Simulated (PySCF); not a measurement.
GeH5Si, SMILES [SiH2][GeH3] (connectivity only; charge and spin as stated), charge +1, multiplicity 1.

Coordinates come from a B3LYP-D3(BJ)/def2-TZVP optimisation. The spin state was assumed, not searched. The isomer is the one that the SMILES or the coordinates give; other isomers of the formula were not compared.

Level of theory: TDDFT-PBE/def2-SVPD (PySCF).

Vertical excitations. The molecule is in vacuum. State labels are in the subgroup Cs.

Problem. Give excitation energies, oscillator strengths and character. (The exact figures need the calculation; the answer reports its results.)

Solution. 
```json
[
 {"state": "S1", "symmetry": "A'", "energy (eV)": "3.43", "λ (nm)": "361", "f": "0.004", "main pairs": "HOMO→LUMO 98 %"},
 {"state": "S2", "symmetry": "A\"", "energy (eV)": "3.66", "λ (nm)": "339", "f": "0.001", "main pairs": "HOMO−1→LUMO 100 %"},
 {"state": "S3", "symmetry": "A'", "energy (eV)": "4.15", "λ (nm)": "299", "f": "0.047", "main pairs": "HOMO−2→LUMO 96 %"},
 {"state": "S4", "symmetry": "A\"", "energy (eV)": "5.01", "λ (nm)": "247", "f": "0.000", "main pairs": "HOMO−3→LUMO 100 %"},
 {"state": "S5", "symmetry": "A\"", "energy (eV)": "7.48", "λ (nm)": "166", "f": "0.016", "main pairs": "HOMO−1→LUMO+1 98 %"},
 {"state": "S6", "symmetry": "A'", "energy (eV)": "7.57", "λ (nm)": "164", "f": "0.071", "main pairs": "HOMO−2→LUMO+1 76 %, HOMO→LUMO+1 20 %"},
 {"state": "S7", "symmetry": "A'", "energy (eV)": "7.65", "λ (nm)": "162", "f": "0.199", "main pairs": "HOMO→LUMO+1 50 %, HOMO−1→LUMO+2 23 %, HOMO−2→LUMO+1 21 %"},
 {"state": "S8", "symmetry": "A\"", "energy (eV)": "7.88", "λ (nm)": "157", "f": "0.012", "main pairs": "HOMO→LUMO+2 80 %, HOMO−2→LUMO+2 13 %"},
 {"state": "S9", "symmetry": "A\"", "energy (eV)": "8.18", "λ (nm)": "152", "f": "0.011", "main pairs": "HOMO−2→LUMO+2 78 %"},
 {"state": "S10", "symmetry": "A'", "energy (eV)": "8.21", "λ (nm)": "151", "f": "0.005", "main pairs": "HOMO→LUMO+3 98 %"},
 {"state": "T1", "symmetry": "A'", "energy (eV)": "2.68", "λ (nm)": "463", "f": "0", "main pairs": "HOMO→LUMO 100 %"},
 {"state": "T2", "symmetry": "A\"", "energy (eV)": "3.52", "λ (nm)": "352", "f": "0", "main pairs": "HOMO−1→LUMO 99 %"},
 {"state": "T3", "symmetry": "A'", "energy (eV)": "3.56", "λ (nm)": "348", "f": "0", "main pairs": "HOMO−2→LUMO 100 %"},
 {"state": "T4", "symmetry": "A\"", "energy (eV)": "4.41", "λ (nm)": "281", "f": "0", "main pairs": "HOMO−3→LUMO 99 %"}
]
```
Triplets are in the Tamm–Dancoff approximation, which puts them higher than full response would, so one can lie above its singlet here.
